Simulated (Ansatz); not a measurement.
`N[SiH2][GeH3]` + `[AlH2][SH]` → `N[SiH2][S][AlH2]` + GeH₄ at 600 K and 1 bar (cleavage of the Si–Ge bond).

Calculated with Ansatz (gas phase, PBE0-D4/def2-TZVP geometries, no zero-point term in ΔE). CCSD(T)/CBS adds triple-zeta CCSD(T) − MP2 to the extrapolated MP2 energy (def2 sets, frozen cores). This one scheme is used for every species. For Ge outer-core shells are correlated without core-valence functions, which leaves a few kJ/mol of doubt a bond. Scalar relativity is left out up to krypton. One conformer a species, not always the lowest.

| species | CCSD(T)/CBS energy (Eh) | H − E (kJ/mol) | S (J/(mol·K)) |
| --- | --- | --- | --- |
| `N[SiH2][GeH3]` | -2424.12162 | 234.0 | 430.6 |
| `[AlH2][SH]` | -641.61836 | 94.5 | 317.9 |
| `N[SiH2][S][AlH2]` | -987.26936 | 222.8 | 459.4 |
| GeH₄ | -2078.49493 | 105.8 | 256.4 |

H − E and S are ideal-gas, rigid-rotor, harmonic terms from PBE0-D4/def2-TZVP, for one conformer and one mirror image of each species. 1 Eh = 2625.50 kJ/mol, R = 8.31446 J/(mol·K).

**Question.** By hand: ΔE, ΔH, ΔS and ΔG.

**Answer.** ΔE = (-987.26936) + (-2078.49493) − (-2424.12162) − (-641.61836) = -0.02431 Eh = -63.8 kJ/mol. Δ(H − E) = 222.8 + 105.8 − 234.0 − 94.5 = 0.1, so ΔH = -63.7 kJ/mol. ΔS = 459.4 + 256.4 − 430.6 − 317.9 = -32.7 J/(mol·K). ΔG = -63.7 − 600 × (-32.7)/1000 = -44.1 kJ/mol.

**Question.** By hand: the equilibrium constant, and the temperature at which ΔG would vanish if ΔH and ΔS stayed fixed.

**Answer.** log₁₀ K = −ΔG/(RT ln 10) = 3.8. ΔG = 0 at ΔH/ΔS = 1948 K.

ΔH outweighs TΔS. A doubt of 5 kJ/mol in ΔE shifts log₁₀ K by 0.4 here. Other conformers and mirror images would add mixing entropy, several J/(mol·K) or more a flexible species. Modes under 60 cm⁻¹, often nearly free rotors, make the harmonic entropy too high. These are equilibria of isolated gas molecules and say nothing of rates. Largest T1 diagnostic: 0.012 (customary marks: 0.02 for closed shells, 0.045 for open ones).
